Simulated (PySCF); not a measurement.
SMILES C(CC=C)S (GFN2-xTB optimised geometry):

```
13

C      2.085    -0.820     0.000
C      0.766    -0.820     0.000
C     -0.079     0.415     0.000
C     -0.950     0.462     1.250
S     -1.960     1.982     1.337
H      2.651     0.097    -0.010
H      2.655    -1.733     0.002
H      0.217    -1.754     0.011
H     -0.724     0.415    -0.885
H      0.552     1.305    -0.037
H     -1.624    -0.394     1.302
H     -0.334     0.484     2.149
H     -2.655     1.754     0.225
```

Calculation: PBE0/def2-TZVP (PySCF).

Question: What are the frontier orbital energies and the dipole moment?

Answer: HOMO-2 -9.12 eV, HOMO-1 -7.71 eV, HOMO -6.77 eV, LUMO -0.02 eV, LUMO+1 0.66 eV; dipole moment 1.54 D.

Meta-Löwdin charges at PBE0/def2-TZVP: C1 -0.28, C2 -0.10, C3 -0.20, C4 -0.25, S5 -0.10, H6 0.12, H7 0.13, H8 0.11, H9 0.12, H10 0.12, H11 0.12, H12 0.13, H13 0.09.
